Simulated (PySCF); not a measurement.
Species: C5H9PSi.
Structure used (PBE0-D3(BJ)/def2-SVP), in Å, numbered top down from 1:
```
atom  x, y, z in Å
Si1    1.9956   -0.1343   -0.6993
C2     0.6507   -0.3939    0.6371
C3    -0.3794   -1.3426    0.0971
C4    -1.4933   -0.9678   -0.5465
P5    -1.8798    0.7727   -0.9209
C6    -0.9715    1.5206    0.4702
C7     0.1004    0.9455    1.0317
H8     1.3588    0.4952   -1.8926
H9     3.0756    0.7574   -0.1741
H10    2.5957   -1.4498   -1.0824
H11    1.1685   -0.8533    1.4962
H12   -0.1770   -2.4103    0.2365
H13   -2.1857   -1.7272   -0.9232
H14   -3.1987    0.8214   -0.3626
H15   -1.2998    2.5078    0.8103
H16    0.6361    1.4761    1.8267
```

Method used: TDDFT CAM-B3LYP/def2-SVPD, vertical, gas phase, core orbitals frozen in the response (PySCF 2.14.0, density-fitted response routines).

Computed states:

```csv
state,E (eV),f
S1,4.72,0.0040
S2,5.48,0.104
S3,5.79,0.146
S4,6.06,0.014
S5,6.54,0.030
S6,6.69,0.0001
S7,6.84,0.037
S8,6.94,0.017
S9,7.02,0.088
S10,7.06,0.029
```

Broadening: Gaussians 0.5 eV wide at half height, area fixed by f = 4.319×10⁻⁹ ∫ε dν̃. The width is an assumption, not a result. The curve ends short of the highest state used, and states not computed would add to its high-energy end.

**Question.** What does the envelope look like, and where are its maxima?

**Answer.** 
```
λ (nm)  ε (L mol⁻¹ cm⁻¹)
 191.8              2415
 194.6              1910
 197.4              1856
 200.2              2391
 203.0              3578
 205.8              5305
 208.6              7257
 211.4              9015
 214.2             10227
 217.0             10736
 219.8             10573
 222.6              9870
 225.4              8774
 228.2              7419
 231.0              5946
 233.8              4498
 236.6              3206
 239.4              2156
 242.2              1379
 245.0               854
 247.8               532
 250.6               356
 253.4               272
 256.2               240
 259.0               230
 261.8               224
 264.6               215
 267.4               199
 270.2               176
 273.0               149
 275.8               121
 278.6                95
 281.4                71
 284.2                51
 287.0                36
 289.8                24
 292.6                16
 295.4                10
 298.2                 6
 301.0                 4
 303.8                 2
 306.6                 1
 309.4                 1
 312.2                 0
```

Maxima: 218 nm (5.70 eV), ε about 11000, made up of S2 (32%) and S3 (67%) (ε in L mol⁻¹ cm⁻¹; maxima over ε = 5, shares over 10%). At its high-energy end, 6.46 eV, the curve is still rising (ε about 2400, from S5 and S7).

**Question.** Coming from long wavelengths, where does ε first pass 100 L mol⁻¹ cm⁻¹?

**Answer.** At about 278 nm (4.46 eV), 0.26 eV below S1.

**Question.** On this curve, what absorbance would a 10⁻⁴ mol/L sample give at 280 nm over a 1 cm path?

**Answer.** 280 nm is 4.428 eV, where ε is about 82 L mol⁻¹ cm⁻¹, so A = ε c l ≈ 0.0082 (Beer–Lambert, with the gas-phase spectrum and the assumed width).

**Question.** What would ε be at 5.70 eV, the highest of these maxima, with half the width (0.25 eV)?

**Answer.** About 12600 L mol⁻¹ cm⁻¹ against 10800, a factor of about 1.2; a lone state at its own centre would give exactly 2.

The vertical ionisation energy (ΔSCF) is 7.98 eV, 0.92 eV above S10.

One conformer stands for the species.
